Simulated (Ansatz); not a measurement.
Ligand exchange: Y(CH3)2F + H2O → Y(CH3)2(OH) + HF

Species: Y(CH3)2F, singlet; H2O (water) `O`, singlet; Y(CH3)2(OH), singlet; HF (hydrogen fluoride), singlet. The partners trade F for OH: Y–F and H–OH bonds give way to Y–OH and H–F.

Shapes, held fixed at every level: PBE0-D4/def2-TZVP. Flexible molecules stand in one conformer, not always the lowest. Programs: Ansatz 0.2.0. Electronic energies: no zero-point or thermal term.

| level | kind | ΔE (kJ/mol) | less CCSD(T)/def2-TZVPP |
| --- | --- | --- | --- |
| SPW92/def2-TZVPP | LDA | +57.3 | +7.1 |
| r2SCAN-D4/def2-TZVPP | meta-GGA | +62.7 | +12.5 |
| B3LYP-D4/def2-TZVPP | global hybrid | +60.6 | +10.4 |
| BHLYP-D4/def2-TZVPP | global hybrid | +58.5 | +8.3 |
| B2PLYP/def2-TZVPP | double hybrid | +57.5 | +7.3 |
| CCSD/def2-SVP | coupled cluster or CI | +57.3 | +7.1 |
| CCSD(T)/def2-TZVPP | coupled cluster or CI | +50.2 | 0.0 |

The highest level, CCSD(T)/def2-TZVPP, gives ΔE = +50.2 kJ/mol; the levels span +50.2 to +62.7. The column of differences is taken from that level and isn't an error. No measured value is set beside it here. For atoms past krypton def2 sets carry core potentials with scalar relativity. Outer-core shells of Y are correlated, in sets that cover them unevenly. CCSD(T)/def2-TZVPP lies outside the range of all other levels here, so it shouldn't be taken on trust.
